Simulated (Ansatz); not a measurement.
Cost and result for the atomization energy of C2H10GeSi, SMILES `[CH3][GeH]([CH3])[SiH3]` (14 atoms, 13 bonds).

```xyz
14

C     0.469    0.124   -1.869
Ge    0.570    0.029    0.087
C     0.178   -1.799    0.679
Si   -0.960    1.569    1.074
H     0.713    1.127   -2.221
H     1.172   -0.581   -2.315
H    -0.538   -0.127   -2.207
H     2.006    0.398    0.529
H     0.882   -2.498    0.226
H     0.257   -1.879    1.764
H    -0.833   -2.083    0.383
H    -0.899    1.507    2.560
H    -2.353    1.248    0.656
H    -0.663    2.965    0.652
```

Charge 0, multiplicity 1. Correlated methods include outer-core shells of Ge, which these sets cover unevenly. Scalar relativity is left out up to krypton. The structure was optimised at the PBE0-D4/def2-TZVP level. Program: Ansatz. All runs use 2 threads of an AMD EPYC 7R13 on a shared host and a share of an NVIDIA H100 80 GB. Times are those of one run each, without the atoms' runs, and a repeat can differ threefold. Electronic energies, without spin–orbit coupling; frozen cores. CCSD(T)/CBS adds CCSD(T) − MP2 in def2-TZVPP to the MP2 limit, and its time is that of the two runs behind it. T1 = 0.011. With those shells the extrapolation isn't a true limit. B3LYP takes the VWN-RPA correlation (the form of Gaussian; ORCA's B3LYP/G).

CCSD(T)/CBS is a level of theory with its own doubt, some kJ/mol a heavy atom from the limit and from the frozen cores, so smaller differences don't rank the functionals.

```
                             level  functions  wall time
   PBE-D4/def2-TZVPP (with forces)        292      2.7 s
r2SCAN-D4/def2-TZVPP (with forces)        292      2.8 s
                PBE0-D4/def2-TZVPP        292      2.8 s
                 B2PLYP/def2-TZVPP        292      4.3 s
                CCSD(T)/def2-TZVPP        292      4.4 s
 B3LYP-D4/def2-TZVPP (with forces)        292      4.9 s
                ωB97X-V/def2-TZVPP        292        6 s
                    MP2/def2-QZVPP        573        6 s
  ωB97M-V/def2-TZVPP (with forces)        292      6.5 s
                 CCSD(T)/CBS(def2)          –       10 s
```

(1) What atomization energy does each give, and how far from CCSD(T)/CBS? (An estimate is asked.)

Results:

(1) The calculation gave: 
```tsv
level	atomization (kcal/mol)	difference from CCSD(T)/CBS	per bond
PBE-D4/def2-TZVPP (with forces)	1113.8	-3.0	-0.2
r2SCAN-D4/def2-TZVPP (with forces)	1115.2	-1.6	-0.1
PBE0-D4/def2-TZVPP	1109.5	-7.3	-0.6
B2PLYP/def2-TZVPP	1100.6	-16.2	-1.2
CCSD(T)/def2-TZVPP	1095.9	-20.9	-1.6
B3LYP-D4/def2-TZVPP (with forces)	1112.6	-4.2	-0.3
ωB97X-V/def2-TZVPP	1119.1	2.3	0.2
MP2/def2-QZVPP	1103.2	-13.6	-1.0
ωB97M-V/def2-TZVPP (with forces)	1112.5	-4.3	-0.3
CCSD(T)/CBS(def2)	1116.8	0.0	0.0
```

In def2-TZVPP, CCSD(T) changes the Hartree–Fock value by +247.2 kcal/mol (the triples alone add +10.5 kcal/mol) and MP2 by +242.4 kcal/mol; breaking electron pairs costs correlation energy, which Hartree–Fock lacks. The D4 term adds +10.6 kcal/mol with B3LYP and +5.7 kcal/mol with PBE0; it sums over pairs of atoms, weighted by their polarisabilities, and B3LYP, whose exchange is more repulsive, gets the larger term. From PBE to PBE0 (25 % exact exchange), in def2-TZVPP and without D4, the atomization energy moves by −3.4 kcal/mol: exact exchange takes away binding that semilocal exchange gives to molecules.
